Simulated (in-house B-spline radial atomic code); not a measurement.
Results of a calculation; reference values are marked as such.
Softness against transferability: the 4s channel of Zn

Zn, [Ar] 3d10 4s2, non-relativistic LDA (VWN5), spherical and spin-unpolarised, from an all-electron radial atomic-structure program (B-spline basis) (atomic units). The all-electron 4s level is ε = -0.222725 hartree, its outermost node lies just inside 0.87 bohr and its outer maximum at 2.12 bohr.

Troullier-Martins pseudo-orbitals are made for several radii. The cutoffs (hartree) are the plane-wave energies beyond which the orbital holds less than the named kinetic energy per electron. The phase error is the difference, pseudo minus all-electron, of arctan(R P'/P) at R = 3.27 bohr for all radii, half a hartree below and above the level.

| r_c (bohr) | V_l(0) (hartree) | cutoff for 10 mEh | for 1 mEh | for 0.1 mEh | phase error at ε − 0.5 (mrad) | at ε + 0.5 (mrad) |
| --- | --- | --- | --- | --- | --- | --- |
| 1.59 | 0.24 | 3.7 | 13.3 | 29.8 | -0.3 | -3.5 |
| 1.85 | 2.41 | 3.7 | 10.6 | 16.1 | -0.2 | -2.5 |
| 2.12 | 1.72 | 3.48 | 9.86 | 14.8 | -0.3 | -3.5 |
| 2.4 | 0.85 | 2.88 | 7.37 | 12.3 | -0.6 | -7.3 |
| 2.67 | 0.32 | 2.33 | 4.38 | 10 | -1.4 | -14.8 |
| 2.97 | -0.03 | 1.48 | 3.48 | 8 | -2.9 | -28.6 |

Task: Which radius needs the lowest cutoff for 0.1 mEh while both phase errors stay within 7.4 mrad?

Result: The radii within that limit are 1.59, 1.85, 2.12, 2.4 bohr; of these r_c = 2.4 needs the least, 12.3 hartree, that is 24.6 Ry or 335 eV.

Task: What does the larger radius buy, and what does it cost?

Result: From r_c = 1.59 to 2.97 bohr the cutoff for 1 mEh goes from 13.3 to 3.48 hartree, a factor of 3.82, against 3.49 for a pure 1/r_c² scaling, end to end; step by step it is 13.3, 10.6, 9.86, 7.37, 4.38, 3.48, and for 0.1 mEh 29.8, 16.1, 14.8, 12.3, 10, 8; the number of plane waves goes as the cutoff to the power 3/2, here a factor of 7.5. The larger of the two phase errors is least at r_c = 1.85 bohr, 2.5 mrad; it is 3.5 at the smallest radius and 28.6 at the largest. These errors test the reference atom alone. Large radii also let the cores of neighbours overlap, which an atom doesn't show.
